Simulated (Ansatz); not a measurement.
Ansatz (a quantum-chemistry and plane-wave program) input:

Ansatz 0.2 input:
```yaml
crystal:
  periodic: [false, false, false]
  atoms:
    - {symbol: O, position_ang: [-0.07973044, -0.05152377, 0.00435333]}
    - {symbol: B, position_ang: [-1.17086642, -0.76811983, -0.00146946]}
    - {symbol: H, position_ang: [-1.82319322, -1.02611828, 0.96610258]}
    - {symbol: B, position_ang: [1.05362488, 0.66875448, -0.12661320]}
    - {symbol: H, position_ang: [0.95342051, 1.83703381, -0.33284290]}
    - {symbol: H, position_ang: [2.09382392, 0.09810137, -0.02767304]}
basis:
  gaussian:
    orbitals: 6-31G
magnetization: {spin_polarized: true, initial_magnetization: 1}
correlation: {method: ccsd_t, electrons: outside_noble_gas}
```

Problem. Predict the final energy.

Solution. -126.16289 Eh (CCSD(T)/6-31G). The basis has 33 functions.

It need not be the lowest isomer of its formula.
